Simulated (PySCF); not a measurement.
Computed spin Hamiltonian

Species: C2H7N2Si2 (doublet state).
Structure used (GFN2-xTB), in Å, numbered top down from 1:
```
atom  x, y, z in Å
C1     2.5900   -1.1773   -0.1397
C2     2.0334   -0.1159   -0.0522
Si3    1.1198    1.5004    0.0887
N4    -0.5419    1.2362    0.2326
Si5   -1.9272    0.2689    0.3193
N6    -1.6204   -1.4428    0.2378
H7     3.0967   -2.0970   -0.2199
H8     1.5974    2.1867    1.2980
H9     1.3770    2.2716   -1.1364
H10   -2.7782    0.5585   -0.8354
H11   -2.5697    0.4851    1.6163
H12   -1.1084   -1.8609    0.9986
H13   -1.2730   -1.8129   -0.6330
```

The hyperfine couplings belong to this conformer and change with its torsions.

As a line formula: `[SiH2]([N][SiH2]C#C)N` [radical].

The calculation used UKS B3LYP, pcH-1 on C H N Si, non-relativistic, mean-field spin-orbit, GIAO (PySCF 2.14.0). The structure is a single GFN2-xTB conformer in the gas phase; no vibrational or solvent corrections. A GFN2-xTB geometry isn't a minimum of the functional, and hyperfine couplings can be far from their values at a DFT geometry. Stability of the SCF solution: not tested.

```
g1, g2, g3   : 2.00222, 2.00451, 2.02044
g_iso        : 2.00905
Form of g    : close to axial: the two nearest values differ by 13 % of g3 − g1
⟨S²⟩         : 0.7541 (exact 0.7500)
Total energy : -768.89533 Eh
```

Hyperfine couplings atom by atom, in 10⁻⁴ cm⁻¹; T1 to T3 are the principal values of the dipolar part; ρ(0) is the spin density at the nucleus (1 × 10⁻⁴ cm⁻¹ = 2.998 MHz):

```
atom  isotope  a_iso  of which spin–orbit     T1     T2    T3  Mulliken spin population  ρ(0) (bohr⁻³)
  C1      13C   -0.4                  0.0   -0.2   -0.2   0.3                     -0.01        -0.0011
  C2      13C   -1.8                  0.0   -0.3   -0.1   0.4                      0.00        -0.0047
 Si3     29Si   16.7                  0.0   -0.7   -0.3   1.0                     -0.05        -0.0565
  N4      14N    8.8                  0.2  -12.7  -12.2  24.9                      0.89         0.0802
 Si5     29Si   15.9                  0.0   -0.7   -0.3   1.0                     -0.06        -0.0536
  N6      14N   -0.5                  0.0   -0.1    0.0   0.1                      0.00        -0.0049
  H7       1H    0.1                  0.0   -0.2   -0.1   0.3                      0.00         0.0001
  H8       1H   32.3                  0.0   -1.4   -0.6   1.9                      0.06         0.0217
  H9       1H   32.3                  0.0   -1.4   -0.6   1.9                      0.06         0.0216
 H10       1H   34.2                  0.0   -1.4   -0.5   1.9                      0.06         0.0229
 H11       1H   33.7                  0.0   -1.4   -0.5   1.9                      0.06         0.0226
 H12       1H   -0.2                  0.0   -0.7   -0.5   1.3                      0.00        -0.0002
 H13       1H   -0.2                  0.0   -0.7   -0.5   1.2                      0.00        -0.0002
```

The largest Mulliken spin population is on N4 (+0.89).

Axes: g3 points within 12° of the Si3–N4 bond.

Under fast tumbling the dipolar parts average out, and these isotropic splittings remain: 2 × 1H (H10/H11, I = 1/2, 3 lines) with 3.62 mT, 2 × 1H (H8/H9, I = 1/2, 3 lines) with 3.44 mT, 1 × 14N (N4, I = 1, 3 lines) with 0.94 mT and 1 × 14N (N6, I = 1, 3 lines) with 0.06 mT.

Class means assume fast exchange of nuclei equivalent by connectivity; if that motion is slow, each nucleus keeps its own coupling.

The 13C coupling of C2 (-5.3 MHz) shows only in satellite lines or after enrichment, since that isotope makes up about 1.07 % of natural carbon.

The 29Si coupling of Si3 (50.1 MHz) shows only in satellite lines or after enrichment, since that isotope makes up about 4.7 % of natural silicon.
